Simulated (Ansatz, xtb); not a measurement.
## Isomers of BFGaH4N in order of energy

3 gas-phase structures of BFGaH4N, found in a search over its isomers (lower ones may exist). Each was relaxed with GFN2-xTB; where two conformers were screened, the lower at r2SCAN-D4/def2-SVP is listed:

A. a singlet given by its coordinates
B. a singlet given by its coordinates
C. `B[NH][GaH][F]`, a singlet

A (Å):

```xyz
8

B    -0.5605   -0.3574   -0.5172
F    -0.1213   -1.3432   -1.4407
Ga    1.8253   -1.1746   -0.4549
N     0.4904   -0.0150    0.2954
H    -1.6705   -0.0158   -0.5869
H     0.3969    0.6727    1.0273
H     2.7555   -0.5847   -1.5431
H     2.0419   -2.5516    0.2195
```

Close contacts (Å): B1–F2 1.42, B1–Ga3 2.52, B1–N4 1.37, F2–Ga3 2.19, Ga3–N4 1.92, B1–H5 1.16, Ga3–H7 1.55, Ga3–H8 1.55, N4–H6 1.01.

B (Å):

```xyz
8

B     0.0683   -0.7571    0.1394
F     0.0838   -2.2104   -0.5166
Ga    1.5606   -1.9965   -1.9535
N     1.2174   -0.1071   -0.6849
H    -0.9989   -0.3164   -0.1095
H     0.3307   -0.9251    1.2790
H     1.9746    0.1839   -0.0745
H     0.8951    0.7362   -1.1488
```

Close contacts (Å): B1–F2 1.59, B1–N4 1.56, F2–Ga3 2.07, Ga3–N4 2.30, B1–H5 1.18, B1–H6 1.18, N4–H7 1.02, N4–H8 1.02.

**Question.** Make a reasoned guess at their ranking by r2SCAN-D4/def2-SVP single-point energy.

**Answer.** Calculated order at r2SCAN-D4/def2-SVP: A (0.0), B (4.6), C (9.6) kcal/mol.

Energies above the lowest of each column, in kcal/mol; the last columns are at B3LYP-D3(BJ)/def2-SVP geometries (a dash: not run or not comparable):

```json
{"structure": "A", "GFN2-xTB": "24.6", "HF/STO-3G": "0.0", "r2SCAN-D4/def2-SVP": "0.0", "B3LYP-D3(BJ)/def2-SVP": "2.9", "CCSD(T)/def2-TZVP": "0.0"}
{"structure": "B", "GFN2-xTB": "0.0", "HF/STO-3G": "43.4", "r2SCAN-D4/def2-SVP": "4.6", "B3LYP-D3(BJ)/def2-SVP": "0.0", "CCSD(T)/def2-TZVP": "3.7"}
{"structure": "C", "GFN2-xTB": "19.8", "HF/STO-3G": "31.9", "r2SCAN-D4/def2-SVP": "9.6", "B3LYP-D3(BJ)/def2-SVP": "10.5", "CCSD(T)/def2-TZVP": "–"}
```

CCSD(T)/def2-TZVP puts A lowest of those it was run on; GFN2-xTB picks B, B3LYP-D3(BJ)/def2-SVP picks B. Flexible structures stand in one conformer each, not always the lowest. Frequencies (B3LYP-D3(BJ)/def2-SVP) were run for A, B alone.

Programs: Ansatz 0.2.0, xtb 6.7.1.
